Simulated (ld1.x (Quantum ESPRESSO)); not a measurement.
What one change does to a pseudopotential (Si, TM)

ld1.x (Quantum ESPRESSO) 7.5 input, shortened:

```
&input
   title='Si', zed=14., rel=1, dft='WC', iswitch=3,
   config='[Ne] 3s2 3p2 3d-2'
 /
 &inputp
   pseudotype=2, tm=.true., lloc=1,
   nlcc=.false.
 /
3
3S  1  0   2.00   0.00  1.80  1.80  0.0
3D  3  2  -2.00   0.40  2.00  2.00  0.0
3P  2  1   2.00   0.00  2.35  2.35  0.0
 &test
   configts(1)='3s2 3p2'
 /
```

Change: wave 3p (bound): rc 2.35 bohr becomes 3p (bound): rc 1.58 bohr.

Cutoffs: the cutoffs (Ry, on a coarse ladder) from which the occupation-weighted sum of valence levels, in a spherical-Bessel basis at the reference potential, stays within 10 and 1 mRy of its value at 400 Ry; they do not see the model core or the augmentation charge, which bear on the density cutoff. Errors are all-electron minus pseudo energies relative to the spin-unpolarised reference configuration.

How do hardness, ghosts and transferability respond?

The potential gets harder (15 Ry and 35 Ry → 25 Ry and 40 Ry); of the 7 tests that both files solve, the error grows in 1 and shrinks in 0 by more than 15 % and 0.3 meV (median size 8.1 → 9.4 meV); neither file shows a bound ghost. A smaller radius makes the pseudo-wave follow the all-electron one further in, where it bends more sharply, so more plane waves are needed.

```csv
quantity,base,changed
"cutoff, loose",15 Ry,25 Ry
"cutoff, tight",35 Ry,40 Ry
bound ghosts,none,none
"error for 3s2 3p1, meV [ΔE 7.72 eV]",+1.4,+1.6
"error for 3s2 3p0, meV [ΔE 23.71 eV]",+13,+12
"error for 3s1 3p0, meV [ΔE 57.66 eV]",+72,+70
"error for 3s0 3p4, meV [ΔE 13.76 eV]",+11,+11
"error for 3s1 3p3, meV [ΔE 6.81 eV]",+3.1,+3.3
"error for 3s2 3p2.3, meV [ΔE -0.92 eV]",+0.1,+0.1
"error for 3s1 3p2, meV [ΔE 15.14 eV]",+8.1,+9.4
```
